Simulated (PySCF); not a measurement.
## Radial density of Be⁺ (beryllium, charge +1)

PW91, [He] 2s1, 2S determinant. Calculation: PySCF 2.14, in dyall-acv3z (15s9p4d2f, 76 functions); the non-relativistic Hamiltonian (point nucleus).

| r (bohr) | 4πr²ρ (e/bohr) | 4πr²(ρα − ρβ) |
| --- | --- | --- |
| 0.00531 | 0.01203 | 0.0003 |
| 0.00893 | 0.03307 | 0.0009 |
| 0.0150 | 0.08906 | 0.0025 |
| 0.0253 | 0.2321 | 0.0064 |
| 0.0425 | 0.5719 | 0.0157 |
| 0.0714 | 1.284 | 0.0350 |
| 0.120 | 2.471 | 0.0653 |
| 0.202 | 3.697 | 0.0881 |
| 0.340 | 3.683 | 0.0583 |
| 0.572 | 1.921 | -0.0004 |
| 0.962 | 0.4998 | 0.1323 |
| 1.62 | 0.4760 | 0.4622 |
| 2.72 | 0.3141 | 0.3141 |
| 4.58 | 0.03147 | 0.0315 |
| 7.70 | 0.0001788 | 0.0002 |
